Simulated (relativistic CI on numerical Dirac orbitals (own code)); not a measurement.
# L2,3 absorption of cobalt in several valence states

Computed multiplet spectra 2p⁶3dⁿ → 2p⁵3dⁿ⁺¹ (Dirac-Coulomb-Breit ions, Slater integrals scaled by 0.7, an assumed crystal field that grows with the charge, no charge transfer; 300 K; Lorentzian 0.4 eV and Gaussian 0.3 eV FWHM at both edges, so that L2 comes out sharper than in experiment). Peaks over 5 % are given in eV from the highest peak in the L3 region of each spectrum (height, largest 100). S of the lowest state is read from ⟨S²⟩, and the branching ratio is the share of L3, cut at the minimum between the edges.

Field parameters in Wybourne normalisation: Oh B⁴₀ = 21Dq, B⁴₄ = √(5/14) B⁴₀. The field is a parameter set, without covalency.

- Co²⁺ (d7, Oh, 10Dq = 11350 cm⁻¹): S = 1.50, high spin, branching ratio 0.81; peaks -3.0 (61), -1.2 (96), 0.0 (100), 1.1 (22), 2.2 (10), 12.7 (7), 13.7 (26), 14.4 (27), 14.8 (25), 16.0 (7)
- Co³⁺ (d6, Oh, 10Dq = 14700 cm⁻¹): S = 2.00, high spin, branching ratio 0.77; peaks -2.4 (26), -1.7 (28), 0.0 (100), 1.3 (47), 2.9 (15), 3.1 (15), 4.4 (8), 13.4 (11), 14.3 (12), 15.0 (28), 18.3 (7)
- Co⁴⁺ (d5, Oh, 10Dq = 18000 cm⁻¹): S = 2.50, high spin, branching ratio 0.76; peaks -2.4 (34), 0.0 (100), 1.4 (22), 3.8 (7), 13.1 (14), 15.4 (20), 16.9 (14)
- Co⁵⁺ (d4, Oh, 10Dq = 21300 cm⁻¹): S = 1.94, high spin, branching ratio 0.70; peaks -2.5 (50), 0.0 (100), 1.6 (58), 3.2 (21), 10.3 (11), 11.9 (40), 12.9 (17), 14.4 (23), 15.8 (30), 17.1 (11), 18.0 (7)

The centroid of the whole edge, which also moves with the branching ratio, lies at 783.8 (Co²⁺), 786.9 (Co³⁺), 790.9 (Co⁴⁺), 795.7 (Co⁵⁺) eV in this ionic model, in steps of 3.1 to 4.8 eV. Compounds show about 1 to 2 eV a unit and lower energies for the high valences, since ligands screen the charge. The multiplet shape follows the d count and the spin state, and so serves as a fingerprint of valence. Real compounds of Co³⁺, Co⁴⁺, Co⁵⁺ are mostly low spin, since covalency shrinks the Slater integrals more than this scale does.
